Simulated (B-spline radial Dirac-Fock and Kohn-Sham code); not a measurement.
Kohn-Sham estimates against Dirac-Fock for the levels of Cr

System: the free chromium atom, 1s2 2s2 2p6 3s2 3p6 3d4 4s1 4p1 (an excited configuration).

The density-functional columns are spherical, spin-unpolarised Dirac-Kohn-Sham results without Breit or QED terms: −ε is minus the orbital energy of the initial state and ΔSCF the difference of two total energies. The reference in the last column comes from ΔSCF Dirac-Fock with Breit, self-energy and vacuum polarisation, finite nucleus, configuration average. All numbers are from a B-spline atomic structure program, in eV; a selection of levels is shown.

| level | LDA −ε | LDA ΔSCF | Dirac-Fock |
| --- | --- | --- | --- |
| K (1s) | 5871.0 | 6011.8 | 6002.7 |
| L1 (2s) | 671.2 | 693.2 | 712.6 |
| L2 (2p1/2) | 571.8 | 598.1 | 598.1 |
| L3 (2p3/2) | 563.2 | 589.1 | 589.7 |
| M2 (3p1/2) | 51.38 | 58.46 | 59.10 |
| M3 (3p3/2) | 50.34 | 57.38 | 58.10 |
| M4,5 (3d) | 7.67 | 13.70 | 11.51 |
| N1 (4s) | 5.99 | 9.13 | 8.00 |
| N2,3 (4p) | 2.22 | 4.63 | 3.96 |

Values without a named source are computed, but for edge energies of neutral atoms, which are taken from tables.
